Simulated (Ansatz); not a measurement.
Z-matrix (Å, degrees):
```
C
Ga 1 1.974
H 1 1.094 2 109.4
H 1 1.093 2 109.6 3 116.9
H 1 1.090 2 113.3 3 -121.4
B 2 2.034 1 123.7 3 120.3
H 2 1.579 1 116.5 3 -59.7
C 6 1.547 2 150.7 1 90.3
C 6 1.547 2 150.9 1 -90.0
H 8 1.086 6 118.4 2 71.3
H 8 1.086 6 118.6 2 -71.6
H 9 1.086 6 118.6 2 -71.3
H 9 1.086 6 118.5 2 71.6
```

Total charge 0; spin multiplicity 1.

(1) List the r2SCAN/def2-TZVPP orbital energies in eV (Ansatz 0.2.0). (An estimate is asked.)

## Answers

(1) The calculation gave: Occupied: -10121.65, -1243.88, -1100.32, -1100.21, -1100.20, -272.78, -272.78, -272.47, -180.51, -147.41, -100.40, -100.06, -100.03, -20.73, -20.01, -19.83, -19.83, -19.78, -19.69, -17.42, -15.33, -12.30, -11.80, -11.01, -9.94, -9.84, -9.04, -8.52, -6.98, -6.24, -6.18. Lowest empty: -2.10, -1.63, 1.02, 1.23, 1.95, 2.23, 2.40, 2.89.
